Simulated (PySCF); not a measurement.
Question: Write Cartesian coordinates for InChI=1S/C4H7As/c1-3-4-5-2/h1,5H,4H2,2H3 as optimised with PBE0-D3(BJ)/def2-SVP.

Answer: 
```
atom  x, y, z in Å
C1     1.579    1.091    0.564
C2     1.163   -0.006    0.256
C3     0.625   -1.290   -0.130
As4   -1.026   -1.200   -1.254
C5    -2.024    0.098   -0.171
H6     1.964    2.053    0.845
H7     0.364   -1.889    0.758
H8     1.363   -1.874   -0.702
H9    -0.448   -0.168   -2.218
H10   -2.851    0.498   -0.774
H11   -1.378    0.922    0.164
H12   -2.449   -0.417    0.702
```

Orientation and origin are arbitrary. Atoms count from 1 in this order. Of the pairs four or more bonds apart, C2···H11 is among the closest relative to their van der Waals radii: 2.71 Å, 93 % of the sum of Bondi's values. As4 (arsenic bonded to 2 C and H) is pyramidal (angles 98.0°, 95.4° and 94.2°, sum 287.6°, 0.92 Å off the plane of its three neighbours). The 2 C–C bonds span 1.213 Å (C1≡C2, drawn triple) to 1.445 Å (C2–C3, drawn single), a spread of 0.232 Å. The As–C distances run from 1.963 Å (As4–C5, drawn single) to 1.999 Å (C3–As4, drawn single), a spread of 0.036 Å.

Bonds between heavy atoms (Å): C1≡C2 1.213, C2–C3 1.445, C3–As4 1.999, As4–C5 1.963.

Level of theory: PBE0-D3(BJ)/def2-SVP geometry optimisation, gas phase (PySCF 2.14.0).

Point group: C1 (no symmetry element, even within 0.4 Å). No frequency check. One conformer, not necessarily the lowest (C2–C3–As4–C5 -48°).
